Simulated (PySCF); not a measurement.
Cartesian coordinates (Å):
```xyz
13

Hf    -0.1053     0.0010    -0.0447
N      0.9130    -1.5171     0.9042
H      0.7936    -2.5328     0.8115
H      1.7173    -1.3534     1.5246
N      1.2667     1.3885    -0.7036
H      1.2439     2.4115    -0.6177
H      2.1684     1.1307    -1.1268
N     -1.1765    -0.7449    -1.6378
H     -2.0757    -1.2336    -1.5320
H     -0.9859    -0.6576    -2.6430
N     -1.4286     0.8830     1.2635
H     -2.2338     1.4452     0.9569
H     -1.4778     0.7998     2.2858
```
Charge 0, multiplicity 1.

### Question
Estimate the HOMO, LUMO, dipole moment, total energy, HOMO–LUMO gap and charge on the central atom (Mulliken) that TPSSh-D3(BJ)/def2-TZVP // BP86-D3(BJ)/def2-SVP run with PySCF 2.14.0 returns for this input.

### Answer

The HOMO is -5.88 eV and the LUMO is -0.10 eV. The dipole moment comes out as 0.02 D. The total energy is -7404.51 eV and the HOMO–LUMO gap is 5.79 eV. The charge on the central atom (Mulliken) comes out as 1.42 e.
